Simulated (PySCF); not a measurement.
**Radial density of Be²⁺ (beryllium, charge +2)**

PBE0, 1s2, closed-shell 1S. Calculation: PySCF 2.14, in cc-pVDZ (3s2p1d, 14 functions); the non-relativistic Hamiltonian (point nucleus).

```
r (bohr)  4πr²ρ (e/bohr)
 0.00835         0.02798
  0.0141         0.07600
  0.0236          0.1985
  0.0398          0.4951
  0.0669           1.129
   0.112           2.240
   0.189           3.509
   0.318           3.764
   0.535           2.192
   0.900          0.4731
    1.51         0.02062
    2.55       0.0001343
```
